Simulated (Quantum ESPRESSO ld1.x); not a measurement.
Problem. These are the eigenvalues of the occupied orbitals of an atom or ion with whole-number occupations (hartree). All-electron calculation, Dirac Kohn-Sham, LDA (Slater exchange, Gunnarsson-Lundqvist correlation), spin-unpolarised, spherical densities, point nucleus. Program: ld1.x of Quantum ESPRESSO 7.5.

orbital  eigenvalue
1s1/2      -2108.93
2s1/2      -461.671
2p1/2      -447.581
2p3/2      -417.369
3s1/2      -185.432
3p1/2      -180.342
3p3/2      -172.426

Which element is it, and in what charge state? The configuration may be excited. Open shells, if any, are shared by 2j + 1.

Solution. Z = 66, dysprosium, charge +52: Dy52+ in [Ne] 3s2 3p2. The list shows which subshells hold electrons but not how many an open one holds; the 1s level, -2108.9 hartree, gives Z - s = 64.9 by -(Z - s)^2/2, which with screening and relativity narrows Z to a few neighbours, and the depths of the outer levels then fix element, charge and occupations together.
